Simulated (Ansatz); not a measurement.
Basis-set extrapolation for `Cc1cccc2ccccc12` (PBE0-D4/def2-TZVP geometry, frozen core, Ansatz). Multiplicity 1, RHF reference.

|  | def2-TZVPP | def2-QZVPP |
| --- | --- | --- |
| HF | -422.537011 | -422.554334 |
| MP2 correlation | -1.741930 | -1.851042 |
| CCSD(T) correlation | -1.872659 | not run |

Energies in hartree. Use E(X) = E(∞) + A·exp(−7.88·√X) for Hartree–Fock and E(X) = E(∞) + B·X^(−2.97) for correlation, with X = 3 and 4, and add CCSD(T) minus MP2 of the smaller set to the MP2 limit.

Task: What is the CCSD(T) energy at the basis-set limit?

Result: HF limit: -422.554334 + (-0.017323) × 0.13774 = -422.55672. MP2 limit: -1.851042 + (-0.109112) × 0.74074 = -1.93187. Higher-order term: -1.872659 − (-1.741930) = -0.13073. Total: -424.61932 hartree, 131.6 kcal/mol below CCSD(T)/def2-TZVPP.
